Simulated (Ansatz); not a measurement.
Ideal-gas functions of CH4AlFOSe, SMILES `[OH][Al]([F])[CH2][SeH]` at 298.15 K and 1 bar, from an Ansatz frequency run at PBE0-D4/def2-TZVP.

Molar mass 156.98 g/mol, point group C1 (symmetry number 1), electronic degeneracy 1, moments of inertia 118.904, 387.511, 428.185 u Å². Harmonic wavenumbers (cm⁻¹, unscaled): 69, 94, 173, 233, 238, 281, 316, 531, 598, 623, 635, 750, 838, 916, 1018, 1057, 1395, 2437, 3117, 3197, 3969.

Use S(trans) = R[1.5 ln M + 2.5 ln T − 1.1517]; rotational temperatures θ = 24.2544 K / I; S(rot) = R[ln(√π/σ · √(T³/θAθBθC)) + 1.5]; for each mode x = 1.438777 ν̃/T, S = R[x/(eˣ − 1) − ln(1 − e⁻ˣ)] and H = RT x/(eˣ − 1); 1 cm⁻¹ = 0.0119627 kJ/mol; R = 8.31446 J/(mol·K).

**Question.** By hand: the entropy, in J/(mol·K).

**Answer.** Translation 171.9. Rotation: θ = 0.204, 0.0626, 0.0566 K, giving 118.4. Vibration, mode by mode: 17.50, 14.96, 10.05, 7.76, 7.61, 6.39, 5.57, 2.45, 1.90, 1.72, 1.65, 1.05, 0.75, 0.55, 0.36, 0.31, 0.08, 0.00, 0.00, 0.00, 0.00, in all 80.6. Electronic 0.0. Sum 370.9 J/(mol·K).

**Question.** By hand: H − E and G − E in kJ/mol, counted from the electronic energy.

**Answer.** Zero-point energy ½ × 22485 × 0.0119627 = 134.5; thermal vibration 13.0; translation, rotation and pV give 4 RT = 9.9. H − E = 157.4 kJ/mol, and G − E = 157.4 − 298.15 × 370.9/1000 = 46.8 kJ/mol.

Vibration gives 22 % of the entropy, 32.5 J/(mol·K) of it from the modes under 150 cm⁻¹: soft modes count most, and the harmonic formula is weakest for them. The sum counts one conformer and one mirror image; others add a mixing term.
